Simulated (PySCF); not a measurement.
PySCF job for Cd(Cl)(SiH3) (CdClH₃Si), SMILES [SiH3][Cd][Cl], TDDFT-PBE0/def2-SVPD. The structure is a stationary point at B3LYP-D3(BJ)/def2-TZVP. The def2 effective core potentials stand for the cores of Cd; spin–orbit coupling is left out.

```python
import numpy as np
from pyscf import gto, scf, dft, tdscf

mol = gto.M(
    atom='''
    Cd   -0.00000000    0.00000000   -0.05356918
    Cl    0.00000000   -0.00000000   -2.38139355
    Si    0.00000000   -0.00000000    2.44247790
    H     1.20460061    0.69547649    2.95344019
    H    -0.00000001   -1.39095298    2.95344019
    H    -1.20460062    0.69547649    2.95344019
    ''',
    basis='def2-SVPD',
    ecp={'Cd': 'def2-svp'},
    charge=0,
    spin=0,
    symmetry=True,
    max_memory=1600,
    verbose=4,
)
mf = dft.RKS(mol, xc='pbe0').density_fit(auxbasis='def2-universal-jkfit')
mf.grids.level = 3
mf.conv_tol = 1e-9
mf.max_cycle = 100
mf.kernel()
mf.grids = dft.Grids(mol).set(level=1).build(with_non0tab=True)  # coarser grid for the response kernel
td = tdscf.TDDFT(mf)
td.singlet = True
td.nstates = 10
td.conv_tol = 1e-4
td.kernel(x0=td.get_init_guess(mf, 15))
td.analyze()
tt = tdscf.TDA(mf)
tt.singlet = False
tt.nstates = 4
tt.conv_tol = 1e-4
tt.kernel(x0=tt.get_init_guess(mf, 9))
tt.analyze(verbose=3)
```

Program output:

```
PySCF version 2.14.0

[INPUT] verbose = 4
[INPUT] num. atoms = 6
[INPUT] num. electrons = 54
[INPUT] charge = 0
[INPUT] spin (= nelec alpha-beta = 2S) = 0
[INPUT] symmetry True subgroup None
[INPUT] Mole.unit = angstrom
[INPUT] Symbol           X                Y                Z      unit          X                Y                Z       unit  Magmom
[INPUT]  1 Cd     0.000000000000   0.000000000000  -0.053569180000 AA    0.000000000000   0.000000000000  -0.101231078918 Bohr   0.0
[INPUT]  2 Cl     0.000000000000   0.000000000000  -2.381393550000 AA    0.000000000000   0.000000000000  -4.500181604306 Bohr   0.0
[INPUT]  3 Si     0.000000000000   0.000000000000   2.442477900000 AA    0.000000000000   0.000000000000   4.615614296303 Bohr   0.0
[INPUT]  4 H      1.204600610000   0.695476490000   2.953440190000 AA    2.276365242384   1.314260092174   5.581193084383 Bohr   0.0
[INPUT]  5 H     -0.000000010000  -1.390952980000   2.953440190000 AA   -0.000000018897  -2.628520184348   5.581193084383 Bohr   0.0
[INPUT]  6 H     -1.204600620000   0.695476490000   2.953440190000 AA   -2.276365261281   1.314260092174   5.581193084383 Bohr   0.0

nuclear repulsion = 192.897390153706
point group symmetry = C3v, use subgroup Cs
symmetry origin: [-4.60908807e-10  0.00000000e+00  4.14817932e-09]
symmetry axis x: [-1.81450273e-09  1.00000000e+00 -4.22575638e-17]
symmetry axis y: [-2.90505047e-10  4.17304416e-17  1.00000000e+00]
symmetry axis z: [1.00000000e+00 1.81450273e-09 2.90505047e-10]
num. orbitals of irrep A' = 73
num. orbitals of irrep A" = 36
number of shells = 45
number of NR pGTOs = 177
number of NR cGTOs = 109
basis = def2-SVPD
ecp = {'Cd': 'def2-svp'}


[settings echo left out]
init E= -904.508606231311
HOMO (A") = -0.642235408607005  LUMO (A') = -0.526210893123648  gap/eV = 3.15719
cycle= 1 E= -917.532963451816  delta_E=  -13  |g|= 2.09  |ddm|= 6.18
HOMO (A') = 0.0481866733554643  LUMO (A") = 0.0481869782426902  gap/eV = 0.00001

WARN: A' HOMO 0.0481866733554643 > system LUMO 0.0481869782426902


WARN: A" LUMO 0.0481869782426902 < system HOMO 0.0481866733554643

cycle= 2 E= -881.034079353281  delta_E= 36.5  |g|= 7.24  |ddm|= 93.7
HOMO (A') = -0.309786401877622  LUMO (A") = -0.123330260914831  gap/eV = 5.07373
cycle= 3 E= -918.53922149207  delta_E= -37.5  |g|= 0.758  |ddm|=   94
HOMO (A") = -0.218276116723785  LUMO (A') = -0.0728441525960326  gap/eV = 3.95741
cycle= 4 E= -918.667744439454  delta_E= -0.129  |g|= 0.524  |ddm|= 2.29
HOMO (A') = -0.299978639484905  LUMO (A') = -0.0489314484303992  gap/eV = 6.83134
cycle= 5 E= -918.761463096757  delta_E= -0.0937  |g|= 0.106  |ddm|= 0.934
HOMO (A') = -0.295255084699564  LUMO (A') = -0.0431217849908947  gap/eV = 6.86090
cycle= 6 E= -918.764645712341  delta_E= -0.00318  |g|= 0.0274  |ddm|= 0.191
HOMO (A') = -0.300950606460355  LUMO (A') = -0.046061250016078  gap/eV = 6.93589
cycle= 7 E= -918.764857034042  delta_E= -0.000211  |g|= 0.00448  |ddm|= 0.0455
HOMO (A') = -0.300293268800503  LUMO (A') = -0.0454410570472037  gap/eV = 6.93488
cycle= 8 E= -918.764863011375  delta_E= -5.98e-06  |g|= 0.00119  |ddm|= 0.00829
HOMO (A') = -0.300344599905532  LUMO (A') = -0.0454142580246804  gap/eV = 6.93701
cycle= 9 E= -918.764863452425  delta_E= -4.41e-07  |g|= 0.000279  |ddm|= 0.00208
HOMO (A') = -0.300350963117123  LUMO (A') = -0.045423535075777  gap/eV = 6.93693
cycle= 10 E= -918.76486346553  delta_E= -1.31e-08  |g|= 4.2e-05  |ddm|= 0.000387
HOMO (A') = -0.300342152204591  LUMO (A') = -0.0454188382235399  gap/eV = 6.93682
cycle= 11 E= -918.764863466228  delta_E= -6.98e-10  |g|= 9.39e-06  |ddm|= 8.81e-05
HOMO (A') = -0.300343442319249  LUMO (A') = -0.0454197908185498  gap/eV = 6.93683
Extra cycle  E= -918.764863466226  delta_E= 1.36e-12  |g|= 9.45e-06  |ddm|= 2.7e-05
converged SCF energy = -918.764863466226
tot grids = 28352


******** <class 'pyscf.tdscf.rks.TDDFT'> for <class 'pyscf.df.df_jk.DFSymAdaptedRKS'> ********
nstates = 10 singlet
deg_eia_thresh = 1.000e-03
wfnsym = None
conv_tol = 0.0001
eigh lindep = 1e-12
eigh level_shift = 0
eigh max_cycle = 100


Excitation energies (eV)
[5.87070115 5.87070374 6.00745851 6.00746138 6.09047295 6.11530472
 6.11534209 6.16622233 6.71683558 7.70686736]

** Singlet excitation energies and oscillator strengths **
Excited State   1:   A'      5.87070 eV    211.19 nm  f=0.0008
      26 -> 28        0.64820
      27 -> 30       -0.26917
Excited State   2:   A"      5.87070 eV    211.19 nm  f=0.0008
      25 -> 28       -0.64820
      27 -> 29        0.26916
Excited State   3:   A'      6.00746 eV    206.38 nm  f=0.0787
      26 -> 28        0.26891
      27 -> 30        0.64316
Excited State   4:   A"      6.00746 eV    206.38 nm  f=0.0787
      25 -> 28       -0.26890
      27 -> 29       -0.64317
Excited State   5:   A"      6.09047 eV    203.57 nm  f=0.0000
      25 -> 30        0.49794
      26 -> 29       -0.49795
Excited State   6:   A'      6.11530 eV    202.74 nm  f=0.0001
      25 -> 29       -0.49788
      26 -> 30        0.49786
Excited State   7:   A"      6.11534 eV    202.74 nm  f=0.0001
      25 -> 30       -0.49788
      26 -> 29       -0.49787
Excited State   8:   A'      6.16622 eV    201.07 nm  f=0.1975
      25 -> 29       -0.34202
      26 -> 30       -0.34205
      27 -> 28       -0.50111
Excited State   9:   A'      6.71684 eV    184.59 nm  f=0.7984
      24 -> 28        0.20991
      25 -> 29        0.32597
      26 -> 30        0.32597
      27 -> 28       -0.46378
      27 -> 31       -0.11974
Excited State  10:   A'      7.70687 eV    160.87 nm  f=0.0155
      22 -> 29       -0.17457
      23 -> 30        0.17476
      24 -> 28       -0.15533
      27 -> 31       -0.63618

** Transition electric dipole moments (AU) **
state          X           Y           Z        Dip. S.      Osc.
  1        -0.0000     -0.0731      0.0000      0.0053      0.0008
  2         0.0731      0.0000     -0.0000      0.0053      0.0008
  3         0.0000     -0.7312     -0.0001      0.5347      0.0787
  4         0.7312     -0.0000      0.0000      0.5347      0.0787
  5        -0.0000     -0.0000      0.0000      0.0000      0.0000
  6         0.0000     -0.0295      0.0000      0.0009      0.0001
  7        -0.0294     -0.0000     -0.0000      0.0009      0.0001
  8        -0.0000      0.0000      1.1434      1.3073      0.1975
  9        -0.0000      0.0000      2.2027      4.8517      0.7984
 10         0.0000      0.0002     -0.2865      0.0821      0.0155

WARN: ECP detected. Skipping calculation of transition velocity and magnetic dipole moments, which have not yet been implemented.



******** <class 'pyscf.tdscf.rks.TDA'> for <class 'pyscf.df.df_jk.DFSymAdaptedRKS'> ********
nstates = 4 triplet
deg_eia_thresh = 1.000e-03
wfnsym = None
conv_tol = 0.0001
eigh lindep = 1e-12
eigh level_shift = 0
eigh max_cycle = 100


Excitation energies (eV)
[5.03845255 5.15189372 5.15197684 5.57509871]

** Triplet excitation energies and oscillator strengths **
Excited State   1:   A'      5.03845 eV    246.08 nm  f=0.0000
Excited State   2:   A'      5.15189 eV    240.66 nm  f=0.0000
Excited State   3:   A"      5.15198 eV    240.65 nm  f=0.0000
Excited State   4:   A"      5.57510 eV    222.39 nm  f=0.0000
```

The run converged.
